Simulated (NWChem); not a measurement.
Molecule: ZnCl, doublet; SMILES [Cl][Zn]

```xyz
2

Zn     0.0000     0.0000    -0.7759
Cl     0.0000     0.0000     1.3868
```
Atoms are numbered in this order, from 1.

Program: NWChem. Pople sets run with spherical d functions. Spin-unrestricted. Structure relaxed at the PBE0/def2-SVP, spin-unrestricted level. The spin multiplicity was typed, not searched, and may not be the lowest. No stability test was run on the SCF state. Vzz is the largest principal value of the second derivative of the potential at the nucleus (NWChem prints the opposite sign); η is the asymmetry. Non-relativistic.

```
level              Vzz Zn1 (a.u.)  η Zn1  Vzz Cl2 (a.u.)  η Cl2
-----------------  --------------  -----  --------------  -----
PBE/def2-SVP               -0.732   0.00           1.846   0.00
PBE/cc-pVTZ                -1.151   0.00           1.718   0.00
CAM-B3LYP/cc-pVTZ             ___   0.00             ___   0.00
CAM-B3LYP/6-31G*           -0.751   0.00           1.417   0.00
```

Problem. Some entries are withheld; supply them.

Solution. 
- CAM-B3LYP/cc-pVTZ, Vzz Zn1 (a.u.): -1.384
- CAM-B3LYP/cc-pVTZ, Vzz Cl2 (a.u.): 1.605
